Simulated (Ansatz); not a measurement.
`[SiH3]OC1[SiH2]S1` + `[NH2][Al]([NH2])[F]` → `[NH2][Al]([F])[NH][SiH3]` + `OC1[SiH2]S1`  (ligand exchange at the Si–O bond)

Computed with Ansatz on PBE0-D4/def2-TZVP structures; ΔE is electronic, products minus reactants. CCSD(T)/CBS is the MP2 limit (def2-TZVPP, def2-QZVPP) plus CCSD(T) − MP2 in def2-TZVPP, frozen cores. This one scheme is used for every species. Functionals use def2-TZVPP. B3LYP here is the variant with VWN-RPA as its local correlation; programs differ in this. Each species was taken in one conformer, which may not be the lowest.

`[SiH3]OC1[SiH2]S1`:

```xyz
11

Si    0.412   -1.291   -1.290
O    -0.810   -0.286   -0.814
C    -0.900    0.152    0.501
Si    0.223    1.481    1.175
S    -1.796    1.758    0.714
H     0.250   -1.471   -2.749
H     0.327   -2.601   -0.591
H     1.727   -0.673   -0.966
H    -1.309   -0.605    1.169
H     0.646    1.485    2.594
H     1.232    2.051    0.258
```

`[NH2][Al]([NH2])[F]`:

Z-matrix (Å, degrees):
```
N
Al 1 1.758
H 1 1.006 2 123.9
H 1 1.006 2 125.6 3 -180.0
N 2 1.758 1 123.8 3 180.0
F 2 1.652 1 118.1 3 -0.0
H 5 1.006 2 125.6 1 -0.0
H 5 1.006 2 123.9 1 180.0
```

`[NH2][Al]([F])[NH][SiH3]`:

Z-matrix (Å, degrees):
```
Si
N 1 1.721
H 1 1.490 2 112.7
H 1 1.490 2 112.7 3 -121.4
H 1 1.488 2 107.1 3 119.3
Al 2 1.774 1 128.9 3 -118.8
H 2 1.012 1 115.2 3 61.0
F 6 1.650 2 117.8 1 179.7
N 6 1.754 2 123.1 1 -0.3
H 9 1.006 6 124.4 2 179.9
H 9 1.006 6 124.8 2 -0.1
```

`OC1[SiH2]S1`:

Z-matrix (Å, degrees):
```
C
Si 1 1.849
S 1 1.893 2 67.8
O 1 1.380 2 118.6 3 -109.8
H 1 1.089 2 120.1 3 100.0
H 2 1.478 1 117.8 3 108.1
H 2 1.480 1 120.1 3 -106.6
H 4 0.963 1 109.1 2 151.1
```

```json
{"level": "PBE-D4", "ΔE (kJ/mol)": "18.9", "difference from CCSD(T)/CBS": "-4.2"}
{"level": "r2SCAN-D4", "ΔE (kJ/mol)": "21.1", "difference from CCSD(T)/CBS": "-2.0"}
{"level": "PBE0-D4", "ΔE (kJ/mol)": "19.1", "difference from CCSD(T)/CBS": "-4.0"}
{"level": "B3LYP-D4", "ΔE (kJ/mol)": "25.2", "difference from CCSD(T)/CBS": "2.1"}
{"level": "ωB97X-V", "ΔE (kJ/mol)": "22.7", "difference from CCSD(T)/CBS": "-0.4"}
{"level": "ωB97M-V", "ΔE (kJ/mol)": "22.1", "difference from CCSD(T)/CBS": "-1.0"}
{"level": "B2PLYP", "ΔE (kJ/mol)": "23.7", "difference from CCSD(T)/CBS": "0.6"}
{"level": "PBE", "ΔE (kJ/mol)": "17.4", "difference from CCSD(T)/CBS": "-5.7"}
{"level": "r2SCAN", "ΔE (kJ/mol)": "20.6", "difference from CCSD(T)/CBS": "-2.5"}
{"level": "PBE0", "ΔE (kJ/mol)": "17.6", "difference from CCSD(T)/CBS": "-5.5"}
{"level": "B3LYP", "ΔE (kJ/mol)": "22.9", "difference from CCSD(T)/CBS": "-0.2"}
{"level": "HF/def2-TZVPP", "ΔE (kJ/mol)": "24.1", "difference from CCSD(T)/CBS": "1.0"}
{"level": "MP2/def2-TZVPP", "ΔE (kJ/mol)": "23.6", "difference from CCSD(T)/CBS": "0.5"}
{"level": "SCS-MP2/def2-TZVPP", "ΔE (kJ/mol)": "24.1", "difference from CCSD(T)/CBS": "1.0"}
{"level": "CCSD/def2-TZVPP", "ΔE (kJ/mol)": "22.3", "difference from CCSD(T)/CBS": "-0.8"}
{"level": "CCSD(T)/def2-TZVPP", "ΔE (kJ/mol)": "21.8", "difference from CCSD(T)/CBS": "-1.3"}
{"level": "HF/def2-QZVPP", "ΔE (kJ/mol)": "25.1", "difference from CCSD(T)/CBS": "2.0"}
{"level": "MP2/def2-QZVPP", "ΔE (kJ/mol)": "24.6", "difference from CCSD(T)/CBS": "1.5"}
{"level": "SCS-MP2/def2-QZVPP", "ΔE (kJ/mol)": "25.0", "difference from CCSD(T)/CBS": "1.9"}
{"level": "HF/CBS(def2)", "ΔE (kJ/mol)": "25.2", "difference from CCSD(T)/CBS": "2.1"}
{"level": "MP2/CBS(def2)", "ΔE (kJ/mol)": "24.9", "difference from CCSD(T)/CBS": "1.8"}
{"level": "CCSD/CBS(def2)", "ΔE (kJ/mol)": "23.6", "difference from CCSD(T)/CBS": "0.5"}
{"level": "CCSD(T)/CBS", "ΔE (kJ/mol)": "23.1", "difference from CCSD(T)/CBS": "0"}
```

Largest T1 diagnostic among the species: 0.014.
